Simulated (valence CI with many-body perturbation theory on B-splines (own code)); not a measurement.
Energy levels of Tl7+

Method: relativistic CI+MBPT: six valence electrons over a frozen Dirac-Fock core [Xe] 4f14, radial functions for each j: 7 s, 7 p, 8 d, 6 f, 4 g, 1 h, with the one-electron correlation potential Σ1 (screened to all orders), the two-electron term Σ2, the three-electron term Σ3, Breit, model QED; selected single and double excitations, second order for the rest, scaled by the run's own slope (own B-spline code, finite nucleus).

No measured levels were compared; by estimate terms of the open shell hold to 2 to 4 % of their energy, and close levels can change places; different configurations can be misplaced against each other by 1,000 to 8,000 cm⁻¹. Among the levels kept, up to 680 cm⁻¹ of a level comes from second order outside the variational space, and about a tenth of that is noise between levels of different J, which matters for small intervals. Only levels of the ground parity were solved; by the run's estimate the other parity begins above the list, which can be wrong where configurations are misplaced.

Levels 1 to 28 of 28, with energies above the lowest level, (5d3/2^4 5d5/2^2) J=4. "Leading %" is the weight of the configuration and term that name the level; weights of strongly mixed levels are sums over their largest components and can fall short. In the jj column 3d3/2^4 stands for four electrons in 3d with j = 3/2. Lifetimes count E1, E2, E3, M1 and M2 decay at the calculated energies, and are blank where another channel may lead or the interval is too uncertain; long ones can be off by a factor of two.

```csv
No.,Configuration,Term,J,E (cm⁻¹),Leading %,Lifetime,Second component,Leading jj
1,5d6,5D,4,0.0,67,,24 % 5d6 3F,5d3/2^4 5d5/2^2 (72 %)
2,5d6,5D,2,8099,39,1440 s,37 % 5d6 3P,5d3/2^4 5d5/2^2 (76 %)
3,5d6,5D,3,14138,84,11.8 ms,9 % 5d6 3F,5d3/2^3 5d5/2^3 (82 %)
4,5d6,5D,0,17326,59,237 s,27 % 5d6 3P,5d3/2^4 5d5/2^2 (45 %)
5,5d6,5D,1,18757,72,16.1 ms,20 % 5d6 3P,5d3/2^3 5d5/2^3 (82 %)
6,5d6,3H,4,22684,25,6.34 ms,22 % 5d6 1G,5d3/2^3 5d5/2^3 (71 %)
7,5d6,3G,5,29654,54,35.0 ms,45 % 5d6 3H,5d3/2^3 5d5/2^3 (98 %)
8,5d6,3H,6,30321,77,,22 % 5d6 1I,5d3/2^3 5d5/2^3 (95 %)
9,5d6,3F,2,34540,36,4.57 ms,32 % 5d6 5D,5d3/2^3 5d5/2^3 (47 %)
10,5d6,3F,3,35571,38,6.37 ms,35 % 5d6 3G,5d3/2^3 5d5/2^3 (86 %)
11,5d6,3P,2,38058,35,3.14 ms,32 % 5d6 3F,5d3/2^2 5d5/2^4 (53 %)
12,5d6,3D,1,45404,65,6.47 ms,25 % 5d6 3P,5d3/2^3 5d5/2^3 (74 %)
13,5d6,3H,4,45607,40,6.61 ms,30 % 5d6 3G,5d3/2^2 5d5/2^4 (52 %)
14,5d6,1S,0,46043,55,1.82 ms,32 % 5d6 5D,5d3/2^2 5d5/2^4 (66 %)
15,5d6,3D,2,47617,53,7.62 ms,29 % 5d6 3P,5d3/2^3 5d5/2^3 (54 %)
16,5d6,3F,4,48476,40,3.41 ms,25 % 5d6 3G,5d3/2^2 5d5/2^4 (66 %)
17,5d6,3P,0,50138,93,17.7 ms,5 % 5d6 1S,5d3/2^3 5d5/2^3 (51 %)
18,5d6,3D,3,50938,57,3.64 ms,31 % 5d6 3F,5d3/2^3 5d5/2^3 (49 %)
19,5d6,3H,5,51245,54,5.84 ms,45 % 5d6 3G,5d3/2^2 5d5/2^4 (98 %)
20,5d6,1F,3,55072,50,5.55 ms,35 % 5d6 3F,5d3/2^2 5d5/2^4 (52 %)
21,5d6,3G,3,56183,42,4.90 ms,33 % 5d6 3F,5d3/2^2 5d5/2^4 (64 %)
22,5d6,1I,6,56719,77,6.85 ms,22 % 5d6 3H,5d3/2^2 5d5/2^4 (95 %)
23,5d6,3P,1,62742,71,3.84 ms,26 % 5d6 3D,5d3/2^2 5d5/2^4 (68 %)
24,5d6,1G,4,65327,63,4.24 ms,24 % 5d6 3F,5d3/2^2 5d5/2^4 (66 %)
25,5d6,1D,2,66010,47,3.17 ms,28 % 5d6 3P,5d3/2^2 5d5/2^4 (72 %)
26,5d6,3P,1,72368,81,876 μs,17 % 5d6 5D,5d3/2 5d5/2^5 (67 %)
27,5d6,3F,2,76765,82,2.07 ms,8 % 5d6 3D,5d3/2^2 5d5/2^4 (87 %)
28,5d6,3F,4,77717,72,1.98 ms,10 % 5d6 3G,5d3/2^2 5d5/2^4 (66 %)
```

Where two levels of one J and parity lie close, their mixing, g and order are uncertain.

The ionisation energy to 5d5 6S_5/2 of the next ion comes out as 116.72 eV (NIST: 116 ± 2.1 eV (theoretical)). All 28 levels together are meant to be complete up to 79572 cm⁻¹.
